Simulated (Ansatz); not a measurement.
Isolated molecules relaxed with PBE0-D4/def2-TZVP in Ansatz; ΔE leaves out vibrations. CCSD(T)/CBS is the MP2 limit (def2-TZVPP, def2-QZVPP) plus CCSD(T) − MP2 in def2-TZVPP, frozen cores. This one scheme is used for every species. Functionals use def2-TZVPP. B3LYP here is the variant with VWN-RPA as its local correlation; programs differ in this. For Ge outer-core shells are correlated without core-valence functions, which leaves a few kJ/mol of doubt a bond. Scalar relativity is left out up to krypton. One conformer a species, not always the lowest.

Consider the cleavage of the Ge–B bond: `CS[BH][GeH3]` + `SS` → `S[S][GeH3]` + `BSC`.

```csv
level,ΔE (kcal/mol)
B3LYP-D4,-11.5
r2SCAN,-10.8
```

Q: What does CCSD(T)/CBS give? (Estimate.)

A: Computed: -10.3 kcal/mol. The listed levels differ from it by -1.2, -0.5 kcal/mol.

Largest T1 diagnostic among the species: 0.014.

In def2-TZVPP, CCSD(T) changes the Hartree–Fock value by +3.3 kcal/mol (the triples alone add +0.1 kcal/mol) and MP2 by +1.9 kcal/mol.
